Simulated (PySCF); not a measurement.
**Electron correlation in Mg(2+) (magnesium, charge +2)**

[Ne], closed-shell 1S. Computed with PySCF 2.14 in jorge-DZP-DKH (7s4p1d, 24 functions), with the spin-free X2C one-electron Hamiltonian (Gaussian nucleus). Frozen: [He] 2s2; 6 electrons correlated.

Total MP2 correlation energy: -31.24 mhartree.

Same-spin part -8.46 and opposite-spin part -22.78 mhartree; SCS-MP2 scales them by 1/3 and 6/5 to -30.15 mhartree.

```
  level  correlation energy (mhartree)
   CCSD                         -32.48
    (T)                          -0.61
CCSD(T)                         -33.09
```

Diagnostics: T1 = 0.0036, D1 = 0.0051, largest double amplitude 0.017.

Cost of the coupled-cluster step: 0.06 s of wall time on 1 thread of Neoverse-V1 (shared host), for 6 correlated electrons.

Iterations:

```
CC2 = 0
CCSD nocc = 3, nmo = 22
frozen orbitals [0, 1]
max_cycle = 100
direct = 0
conv_tol = 1e-08
conv_tol_normt = 1e-06
diis_space = 8
diis_start_cycle = 0
Init t2, MP2 energy = -199.160498421782  E_corr(MP2) -0.0312383933659736
Init E_corr(CCSD) = -0.031238393369646
cycle = 1  E_corr(CCSD) = -0.0320102956152065  dE = -0.000771902246  norm(t1,t2) = 0.00822827
cycle = 2  E_corr(CCSD) = -0.0324313925175294  dE = -0.000421096902  norm(t1,t2) = 0.000973261
cycle = 3  E_corr(CCSD) = -0.0324771943056297  dE = -4.58017881e-05  norm(t1,t2) = 0.000209383
cycle = 4  E_corr(CCSD) = -0.0324797664054488  dE = -2.57209982e-06  norm(t1,t2) = 1.33061e-05
cycle = 5  E_corr(CCSD) = -0.0324794847680746  dE = 2.81637374e-07  norm(t1,t2) = 2.03121e-06
cycle = 6  E_corr(CCSD) = -0.0324794772893209  dE = 7.47875361e-09  norm(t1,t2) = 1.20033e-07
CCSD converged
E(CCSD) = -199.1617395057054  E_corr = -0.03247947728932095
CCSD(T) correction = -0.00060943602770689
```
